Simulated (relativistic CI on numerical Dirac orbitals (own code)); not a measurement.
## Hyperfine structure of Os XXIII, mass number 189

Computed by Dirac-Coulomb-Breit CI, separate exchange-only KLI orbitals for each configuration, QED by a radiative potential, unscaled Slater integrals (own radial code, finite nucleus).

CI space (outside the closed core [Ar] 3d10 4p6 4d10): 4s²4f⁸, 4s²4f⁷5s, 4s²4f⁶5s², 4s²4f⁷6s, 4f¹⁰. Levels of other configurations are missing.

Nuclear spin I = 3/2, μ = 0.6576 μN, Q = 0.86 b (tables of Stone and Pyykkö). The electronic factors are computed for point nuclear moments, without core polarisation or the Bohr-Weisskopf and QED corrections.

```tsv
Level	E (cm⁻¹)	A (MHz)	B (MHz)
4s²4f⁸ ⁷F6	0.0	694.6	4030
4s²4f⁸ ⁷F5	11407.5	576.1	1920
4s²4f⁸ ⁷F4	13619.3	647	430
4s²4f⁸ ⁷F3	19707.0	580.1	-653
4s²4f⁸ ⁷F2	22278.0	591.9	-1210
4s²4f⁸ ⁷F1	25106.7	576.1	-1150
4s²4f⁸ ⁵D4	45318.8	558	504
4s²4f⁸ ⁵L10	57287.1	1095	-252
```

Levels with J = 0, under 50 % of one LS term, or S terms without an open s electron are left out. Small factors come from cancelling terms and can be off by tens of per cent or more.

At this charge energies of transitions that change n are usually good to better than 1 %, and those within a shell (Δn = 0) to a few per cent. Terms inside the open d or f shell come out 10 to 20 % too wide with unscaled integrals.

Q: Give the hyperfine levels of 4s²4f⁸ ⁷F6 relative to its centre of gravity.

A: With K = F(F + 1) − I(I + 1) − J(J + 1), E = AK/2 + B[¾K(K + 1) − I(I + 1)J(J + 1)]/[2I(2I − 1)J(2J − 1)]: F = 9/2: -5693, F = 11/2: -4388, F = 13/2: -467.7, F = 15/2: 7258 MHz.

LS names give the leading component of a level, which can be under half, so a name can repeat, a term be missing and a line seem to break the LS rules.
